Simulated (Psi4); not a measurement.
Pair of molecules, SMILES Cl with SMILES C=C (the first has 2 atoms); geometry from B3LYP-D3(BJ)/def2-TZVP, rigid monomers moved along the line of their centres of mass till H2···C3 is 3.35 Å.
(charge 0, multiplicity 1):
```xyz
8

Cl     0.3088    -0.4808     0.0035
H      0.1925    -0.2875     1.2773
C     -0.6806     0.5065     4.4077
C      0.4758    -0.1134     4.6086
H     -1.6210    -0.0312     4.4016
H     -0.7322     1.5763     4.2455
H      1.4158     0.4249     4.6186
H      0.5270    -1.1826     4.7748
```

These are Psi4 with SAPT0/jun-cc-pV(D+d)Z values and carry that method's errors.

Question: Give the four SAPT terms and the total, and say what mostly holds the pair together.

Answer: electrostatics -5.7, exchange 1.8, induction -1.1, dispersion -1.8, total -6.7 kJ/mol; the largest attraction is electrostatics.
